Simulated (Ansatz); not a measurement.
ZrCl₄. The state is a triplet with charge 0. Geometry r2SCAN-D4/def2-SVP, that of the neutral singlet.

Cartesian coordinates in Å:
```
Zr 0.0000 0.0000 0.0000
Cl 2.0674 -0.0434 1.0709
Cl -1.3648 1.5929 1.0115
Cl -1.0020 -2.0959 0.1614
Cl 0.2994 0.5465 -2.2438
```

In the def2 sets Zr takes a core potential; there is no spin–orbit coupling. At PBE0-D4/def2-TZVP a singlet of charge 0 lies 5.27 eV below the triplet at the same geometry.

**Question.** Estimate the α-spin orbital energies around the gap (eV) in Ansatz with PBE-D4/def2-TZVP, r2SCAN-D4/def2-TZVP, PBE0-D4/def2-TZVP.

**Answer.** 
```
orbital  PBE-D4/def2-TZVP  r2SCAN-D4/def2-TZVP  PBE0-D4/def2-TZVP
 HOMO−5             -9.03                -9.48             -10.58
 HOMO−4             -8.84                -9.25             -10.32
 HOMO−3             -8.73                -9.21             -10.30
 HOMO−2             -8.44                -8.85              -9.89
 HOMO−1             -8.44                -8.85              -9.89
   HOMO             -3.06                -3.38              -4.43
   LUMO             -2.84                -2.76              -1.95
 LUMO+1             -2.01                -1.90              -1.18
 LUMO+2             -2.01                -1.90              -1.18
 LUMO+3             -1.75                -1.51              -0.87
 LUMO+4             -0.95                -0.41              -0.33
 LUMO+5              0.43                 1.08               0.94
 β HOMO             -8.25                -8.59              -9.36
 β LUMO             -8.17                -8.44              -8.10
```
